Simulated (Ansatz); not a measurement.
Relaxation of BClH₂O₂ (6 atoms, charge 0, multiplicity 1), to a largest force component of 0.03 eV/Å in at most 50 steps.

Computed with UKS BLYP/def2-SVP in Ansatz 0.2.0.

```xyz
6
Properties=species:S:1:pos:R:3
B 0.197 1.123 -0.661
O 0.061 -1.354 0.633
O -0.855 0.765 -1.173
H -0.533 -1.228 -0.132
Cl 1.640 1.782 -0.048
H -0.510 -1.088 1.382
```

Task: Where does it end, and by what steps?

Result: It converged. After 11 steps the energy has fallen by 0.007 eV; O2 moved furthest, 0.18 Å.

```tsv
step	energy less start (eV)	largest force component (eV/Å)	accepted
0	0.0000	0.127	yes
1	0.0053	0.638	no
2	-0.0020	0.145	yes
3	-0.0011	0.224	no
4	-0.0032	0.091	yes
5	-0.0051	0.259	yes
6	-0.0062	0.150	yes
7	-0.0068	0.089	yes
8	-0.0071	0.053	yes
9	-0.0071	0.053	yes
10	-0.0067	0.071	no
11	-0.0072	0.002	yes
```

```xyz
6
Properties=species:S:1:pos:R:3
B 0.154 1.032 -0.601
O 0.120 -1.190 0.601
O -0.910 0.815 -1.169
H -0.485 -1.346 -0.154
Cl 1.628 1.662 -0.001
H -0.506 -0.974 1.323
```

The run took 17 s on 2 threads of Arm Neoverse V1, with other jobs on the host, peak memory 0.14 GiB.
